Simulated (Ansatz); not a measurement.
Stepwise reaction of `F[Si](F)(Cl)I` with hydrogen, as a gas-phase model of exchange steps in deposition or etching. ΔE in kJ/mol; ΔG adds harmonic PBE0-D4 terms to CCSD(T)/CBS, at 1 bar.

Gas-phase electronic energies from Ansatz, PBE0-D4/def2-TZVP geometries. CCSD(T)/CBS is the MP2 limit (def2-TZVPP, def2-QZVPP) plus CCSD(T) − MP2 in def2-TZVPP, frozen cores. This one scheme is used for every species. DFT in def2-TZVPP. B3LYP here is the variant with VWN-RPA as its local correlation; programs differ in this. def2 core potentials past Kr. For I outer-core shells are correlated without core-valence functions, which leaves a few kJ/mol of doubt a bond.

```json
{"step": "2", "reaction": "`F[SiH](Cl)I` + H₂ → `Cl[SiH2]I` + H–F", "PBE-D4": "114.5", "B3LYP-D4": "121.4", "ωB97M-V": "121.6", "CCSD(T)/CBS": "116.6", "ΔG(600 K)": "112.8"}
```

(1) Give the row of step 1, `F[Si](F)(Cl)I` + H₂ → `F[SiH](Cl)I` + H–F. (Estimate.)

(2) By hand: ΔE of the 2 steps together at CCSD(T)/CBS.

Answers

(1) Computed: 
```csv
step,reaction,PBE-D4,B3LYP-D4,ωB97M-V,CCSD(T)/CBS,ΔG(600 K)
1,`F[Si](F)(Cl)I` + H₂ → `F[SiH](Cl)I` + H–F,115.9,123.6,124.8,120.0,116.2
```

(2) (120.0) + (116.6) = 236.6 kJ/mol, or 118.3 kJ/mol a step.

In ΔE the steps differ by no more than 3.4 kJ/mol. All are uphill at CCSD(T)/CBS. ΔG lies between 112.8 and 116.2 kJ/mol a step. PBE-D4 differs from CCSD(T)/CBS by -4.1 to -2.1 kJ/mol a step. Isolated molecules leave out the surface, adducts and barriers. Largest T1 diagnostic: 0.010.
